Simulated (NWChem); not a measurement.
CrHSO₂Cl; SMILES [O]=[Cr](=[O])([SH])[Cl]

```xyz
6

Cr     0.3680     0.0146     0.0079
O      1.2367    -0.0322    -1.2511
O      1.2223    -0.0715     1.2713
Cl    -0.7899     1.7951     0.0153
S     -0.8762    -1.7673     0.0430
H     -1.0552    -1.7596    -1.3002
```
Atoms are numbered in this order, from 1.

Computed with NWChem. All runs use the structure optimised with PBE0/def2-SVP. Level SCAN/def2-SVP: energy and gradient on several grids; changes count from the extra-fine grid, which is no exact limit either.

| grid | size of the energy change (μHa) | largest change of a gradient component (μHa/bohr) |
|---|---|---|
| xcoarse | 10000 | 10000 |
| coarse | 20000 | 4000 |
| medium | 5000 | 500 |
| fine | 1000 | 400 |
| xfine | < 10 | < 30 |
